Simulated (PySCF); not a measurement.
## Electron correlation in Al⁺ (aluminium, charge +1)

[Ne] 3s2, closed-shell 1S. Calculation: PySCF 2.14, in cc-pV(T+d)Z (5s4p3d1f, 39 functions); no relativity, point nucleus. Frozen: [Ne]; 2 electrons correlated.

Total MP2 correlation energy: -27.76 mhartree.

Same-spin part 0.00 and opposite-spin part -27.76 mhartree; SCS-MP2 scales them by 1/3 and 6/5 to -33.31 mhartree.

With two correlated electrons CCSD is exact within the correlated space (frozen core and kept virtual orbitals).

| level | correlation energy (mhartree) |
| --- | --- |
| CCSD | -39.54 |

Diagnostics: T1 = 0.0086, D1 = 0.0122, largest double amplitude 0.111.

Question: Is a single reference adequate?

Answer: Mostly. T1 lies below 0.03, but a double amplitude of this size points to a near-degeneracy that CCSD handles and MP2 describes poorly.
